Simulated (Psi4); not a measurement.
C$_{3}$H$_{11}$FSi$_{2}$ (SMILES C[Si](C)(C)[SiH2]F), singlet, geometry from GFN2-xTB, atoms displaced at random by about 0.08 Å a coordinate; R2SCAN/STO-3G, gradient (Psi4 1.11).

The Psi4 input:
```
memory 2 GB

molecule {
0 1
Si    1.57614912   -0.26325743   -0.15988094
F     1.99172171   -0.73672524    1.37024500
Si   -0.69698321    0.26940970   -0.24706278
C    -1.17546584    0.62394606   -2.00771482
C    -1.71148311   -1.25733524    0.48662104
C    -1.09333149    1.66097270    0.91208483
H     2.08111072   -1.53778690   -0.91274818
H     2.60555263    0.62546853   -0.43540714
H    -0.64677152    1.23413692   -2.41852712
H    -2.34454169    0.77755909   -2.01153636
H    -1.15648435   -0.29827683   -2.47647766
H    -2.70037679   -1.07973283    0.63263699
H    -1.42043969   -1.44776160    1.52328891
H    -1.53363878   -2.23379421   -0.13828109
H    -0.38761152    2.60626724    0.58418608
H    -2.09595626    1.90224179    0.82945439
H    -0.73168858    1.51201194    2.07119898
symmetry c1
no_reorient
no_com
}

set {
  basis sto-3g
}

gradient('r2scan')
print_variables()
```

It wrote (shortened):

```
gradient() will perform analytic gradient computation.

   => Loading Basis Set <=

    Name: STO-3G
    Role: ORBITAL
    Keyword: BASIS

         ---------------------------------------------------------
                                   SCF
               by Justin Turney, Rob Parrish, Andy Simmonett
                          and Daniel G. A. Smith
                              RKS Reference
         ---------------------------------------------------------

  ==> Geometry <==

    Molecular point group: c1
    Full point group: C1

    Geometry (in Angstrom), charge = 0, multiplicity = 1:

       Center              X                  Y                   Z               Mass
    ------------   -----------------  -----------------  -----------------  -----------------
         SI           1.576149120000    -0.263257430000    -0.159880940000    27.976926534650
         F            1.991721710000    -0.736725240000     1.370245000000    18.998403162730
         SI          -0.696983210000     0.269409700000    -0.247062780000    27.976926534650
         C           -1.175465840000     0.623946060000    -2.007714820000    12.000000000000
         C           -1.711483110000    -1.257335240000     0.486621040000    12.000000000000
         C           -1.093331490000     1.660972700000     0.912084830000    12.000000000000
         H            2.081110720000    -1.537786900000    -0.912748180000     1.007825032230
         H            2.605552630000     0.625468530000    -0.435407140000     1.007825032230
         H           -0.646771520000     1.234136920000    -2.418527120000     1.007825032230
         H           -2.344541690000     0.777559090000    -2.011536360000     1.007825032230
         H           -1.156484350000    -0.298276830000    -2.476477660000     1.007825032230
         H           -2.700376790000    -1.079732830000     0.632636990000     1.007825032230
         H           -1.420439690000    -1.447761600000     1.523288910000     1.007825032230
         H           -1.533638780000    -2.233794210000    -0.138281090000     1.007825032230
         H           -0.387611520000     2.606267240000     0.584186080000     1.007825032230
         H           -2.095956260000     1.902241790000     0.829454390000     1.007825032230
         H           -0.731688580000     1.512011940000     2.071198980000     1.007825032230

  Running in c1 symmetry.

  Rotational constants: A =      0.09039  B =      0.04486  C =      0.04203 [cm^-1]
  Rotational constants: A =   2709.90238  B =   1344.96964  C =   1260.00361 [MHz]
  Nuclear repulsion =  380.863692905446044

  Charge       = 0
  Multiplicity = 1
  Electrons    = 66
  Nalpha       = 33
  Nbeta        = 33

  ==> Algorithm <==

  SCF Algorithm Type is DF.
  DIIS enabled.
  MOM disabled.
  Fractional occupation disabled.
  Guess Type is SAD.
  Energy threshold   = 1.00e-08
  Density threshold  = 1.00e-08
  Integral threshold = 1.00e-12

  ==> Primary Basis <==

  Basis Set: STO-3G
    Blend: STO-3G
    Number of shells: 33
    Number of basis functions: 49
    Number of Cartesian functions: 49
    Spherical Harmonics?: true
    Max angular momentum: 1

  ==> DFT Potential <==

   => LibXC <=

    Version 7.1.2
    S. Lehtola, C. Steigemann, M. J. T. Oliveira, and M. A. L. Marques,  SoftwareX 7, 1–5 (2018) (10.1016/j.softx.2017.11.002)

   => Composite Functional: R2SCAN <=

    r2SCAN Meta-GGA XC Functional  (0.1021/acs.jpclett.0c02405)
    J. W. Furness, A. D. Kaplan, J. Ning, J. P. Perdew, J. Sun  J. Phys. Chem. Lett.  11, 8208–8215, 2020

    Deriv               =              1
    GGA                 =           TRUE
    Meta                =           TRUE

    Exchange Hybrid     =          FALSE
    MP2 Hybrid          =          FALSE

   => Exchange Functionals <=

    1.0000   XC_MGGA_X_R2SCAN

   => Correlation Functionals <=

    1.0000   XC_MGGA_C_R2SCAN

   => LibXC Density Thresholds  <==

    XC_MGGA_C_R2SCAN:  1.00E-15
    XC_MGGA_X_R2SCAN:  1.00E-11

   => Molecular Quadrature <=

    Radial Scheme          =       TREUTLER
    Pruning Scheme         =           NONE
    Nuclear Scheme         =       TREUTLER

    Blocking Scheme        =         OCTREE
    BS radius alpha        =              1
    Pruning alpha          =              1
    Radial Points          =             75
    Spherical Points       =            302
    Total Points           =         359241
    Total Blocks           =           2678
    Max Points             =            256
    Max Functions          =             46
    Weights Tolerance      =       1.00E-15

   => Loading Basis Set <=

    Name: (STO-3G AUX)
    Role: JKFIT
    Keyword: DF_BASIS_SCF

  ==> Integral Setup <==

  SCF_SUBTYPE=INCORE selected. In-core MEM_DF algorithm will be used.
  Using in-core AOs.

  ==> MemDFJK: Density-Fitted J/K Matrices <==

    J tasked:                   Yes
    K tasked:                    No
    wK tasked:                   No
    Algorithm:                 Core
    Schwarz Cutoff:           1E-12
    Mask sparsity (%):       3.5818
    Fitting Condition:        1E-10

   => Auxiliary Basis Set <=

  Basis Set: (STO-3G AUX)
    Blend: DEF2-UNIVERSAL-JKFIT
    Number of shells: 242
    Number of basis functions: 756
    Number of Cartesian functions: 890
    Spherical Harmonics?: true
    Max angular momentum: 4

  Minimum eigenvalue in the overlap matrix is 1.8037084902E-01.
  Reciprocal condition number of the overlap matrix is 7.4597859837E-02.
    Using symmetric orthogonalization.

  ==> Pre-Iterations <==

  SCF Guess: Superposition of Atomic Densities via on-the-fly atomic UHF (no occupation information).

   -------------------------
    Irrep   Nso     Nmo
   -------------------------
     A         49      49
   -------------------------
    Total      49      49
   -------------------------

  ==> Iterations <==

                           Total Energy        Delta E     RMS |[F,P]|

[...]
  @DF-RKS Final Energy:  -790.02124440779744
    Total Energy =                       -790.0212444077974396
[...]

         ------------------------------------------------------------
                                   SCF GRAD
                          Rob Parrish, Justin Turney,
                       Andy Simmonett, and Alex Sokolov
         ------------------------------------------------------------

  ==> Geometry <==

    Molecular point group: c1
    Full point group: C1

    Geometry (in Angstrom), charge = 0, multiplicity = 1:

       Center              X                  Y                   Z               Mass
    ------------   -----------------  -----------------  -----------------  -----------------
         SI           1.576149120000    -0.263257430000    -0.159880940000    27.976926534650
         F            1.991721710000    -0.736725240000     1.370245000000    18.998403162730
         SI          -0.696983210000     0.269409700000    -0.247062780000    27.976926534650
         C           -1.175465840000     0.623946060000    -2.007714820000    12.000000000000
         C           -1.711483110000    -1.257335240000     0.486621040000    12.000000000000
         C           -1.093331490000     1.660972700000     0.912084830000    12.000000000000
         H            2.081110720000    -1.537786900000    -0.912748180000     1.007825032230
         H            2.605552630000     0.625468530000    -0.435407140000     1.007825032230
         H           -0.646771520000     1.234136920000    -2.418527120000     1.007825032230
         H           -2.344541690000     0.777559090000    -2.011536360000     1.007825032230
         H           -1.156484350000    -0.298276830000    -2.476477660000     1.007825032230
         H           -2.700376790000    -1.079732830000     0.632636990000     1.007825032230
         H           -1.420439690000    -1.447761600000     1.523288910000     1.007825032230
         H           -1.533638780000    -2.233794210000    -0.138281090000     1.007825032230
         H           -0.387611520000     2.606267240000     0.584186080000     1.007825032230
         H           -2.095956260000     1.902241790000     0.829454390000     1.007825032230
         H           -0.731688580000     1.512011940000     2.071198980000     1.007825032230

  Nuclear repulsion =  380.863692905446044

  ==> Basis Set <==

  Basis Set: STO-3G
    Blend: STO-3G
    Number of shells: 33
    Number of basis functions: 49
    Number of Cartesian functions: 49
    Spherical Harmonics?: true
    Max angular momentum: 1

  ==> DFJKGrad: Density-Fitted SCF Gradients <==

    Gradient:                    1
    J tasked:                  Yes
    K tasked:                   No
    wK tasked:                  No
    Integrals threads:           1
    Schwarz Cutoff:          1E-12
    Fitting Condition:       1E-10

   => Auxiliary Basis Set <=

  Basis Set: (STO-3G AUX)
    Blend: DEF2-UNIVERSAL-JKFIT
    Number of shells: 242
    Number of basis functions: 756
    Number of Cartesian functions: 890
    Spherical Harmonics?: true
    Max angular momentum: 4

  ==> DFT Potential <==

   => LibXC <=

    Version 7.1.2
    S. Lehtola, C. Steigemann, M. J. T. Oliveira, and M. A. L. Marques,  SoftwareX 7, 1–5 (2018) (10.1016/j.softx.2017.11.002)

   => Composite Functional: R2SCAN <=

    r2SCAN Meta-GGA XC Functional  (0.1021/acs.jpclett.0c02405)
    J. W. Furness, A. D. Kaplan, J. Ning, J. P. Perdew, J. Sun  J. Phys. Chem. Lett.  11, 8208–8215, 2020

    Deriv               =              1
    GGA                 =           TRUE
    Meta                =           TRUE

    Exchange Hybrid     =          FALSE
    MP2 Hybrid          =          FALSE

   => Exchange Functionals <=

    1.0000   XC_MGGA_X_R2SCAN

   => Correlation Functionals <=

    1.0000   XC_MGGA_C_R2SCAN

   => LibXC Density Thresholds  <==

    XC_MGGA_C_R2SCAN:  1.00E-15
    XC_MGGA_X_R2SCAN:  1.00E-11

   => Molecular Quadrature <=

    Radial Scheme          =       TREUTLER
    Pruning Scheme         =           NONE
    Nuclear Scheme         =       TREUTLER

    Blocking Scheme        =         OCTREE
    BS radius alpha        =              1
    Pruning alpha          =              1
    Radial Points          =             75
    Spherical Points       =            302
    Total Points           =         359241
    Total Blocks           =           2678
    Max Points             =            256
    Max Functions          =             46
    Weights Tolerance      =       1.00E-15

  -Total Gradient:
     Atom            X                  Y                   Z
    ------   -----------------  -----------------  -----------------
       1        0.002125219956     0.071123237229    -0.003422111219
       2        0.007890939376    -0.003370335697    -0.008588308556
       3       -0.006827943238     0.043178222892    -0.024360087735
       4        0.217794229070     0.148334771104    -0.147808925767
       5       -0.097375629991     0.030486908013     0.037714099258
       6       -0.133215050312    -0.045862436838    -0.046910323989
       7        0.024129833486    -0.032602138166    -0.006565056184
       8       -0.017214846639    -0.037062277697     0.016656269277
       9       -0.134960993685    -0.177956795914     0.119853879505
      10       -0.056978731290    -0.016429441797     0.004460802439
      11       -0.015887616369     0.047056724108     0.032478109511
      12        0.082911232716    -0.017169525784     0.010983550089
      13       -0.019131453563     0.004082471554     0.000151029735
      14        0.012154344380    -0.041910994117    -0.028703174859
      15        0.050064591358     0.047902027569    -0.015997813433
      16        0.055118645878    -0.021353399701    -0.004435565403
      17        0.030409293573    -0.000048218998     0.068837934771

  Variable Map:
  ----------------------------------------------------------------------------
[...]
  Array Variable Map:
  ----------------------------------------------------------------------------
[...]
[...]
```
